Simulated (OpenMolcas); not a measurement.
2s2 2p along the 5-electron sequence

```yaml
Program: OpenMolcas 26.06
Method: SS-RASPT2, IPEA 0.25 Eh, imaginary shift 0.1 Eh
Basis: ANO-R3
Scalar_Hamiltonian: X2C, finite nucleus
Spin-orbit_coupling: RASSI with atomic mean-field integrals over the reference wave functions, term energies averaged over their components
```

Active space for each ion: 1 electron in 9 orbitals (RAS2 2p; RAS3 3s 3d, at most 1 electron); closed shells correlated by CASPT2: 1s 2s.

Computed levels in cm-1 above 2P* 1/2:

| Level | C+ | O3+ | F4+ | Ne5+ |
| --- | --- | --- | --- | --- |
| 2P* 3/2 | 61.9 | 383 | 740 | 1301 |
| weight of 2P* in the lowest level (%) | 100 | 100 | 100 | 100 |

Measured, with the error of the calculation in %. Measured levels: C+ from NIST Handbook of Basic Atomic Spectroscopic Data; O3+ from Moore, Selected Tables of Atomic Spectra, NSRDS-NBS 3, section 10; F4+ from Moore, Atomic Energy Levels, vol. I, NSRDS-NBS 35 (1971 reprint of NBS Circular 467, 1949); Ne5+ from NIST levels in Podobedova, Fuhr, Reader and Wiese, J. Phys. Chem. Ref. Data 33, 525 (2004).

| Level | C+ | O3+ | F4+ | Ne5+ |
| --- | --- | --- | --- | --- |
| 2P* 3/2 | 63.4 (-2.5) | 386 (-0.7) | 746 (-0.8) | 1310 (-0.7) |

The fine-structure level 2P* 3/2 changes by a factor of 21 from C+ to Ne5+. Its fourth root runs 2.80, 4.42, 5.22, 6.01, with steps per unit of Z of 0.81, 0.79, 0.79; equal steps would mean a (Z - σ)^4 law with constant σ.

Over all roots computed the reference weight is 0.88 to 0.98 in C+; the roots of lowest weight are the least certain, and an intruder state may touch them. With one active electron, CASPT2 adds the correlation within the correlated inactive shells and between them and that electron, and leaves the splitting within a term as the reference gives it. Measured partners are found by configuration, term and J. A level has none where our copy of the source lacks it or the pairing is in doubt (some pairs that miss far off the trend of their configuration count as doubtful), and it then counts in no deviation. Levels of configurations outside the active space are missing.

* marks odd parity.
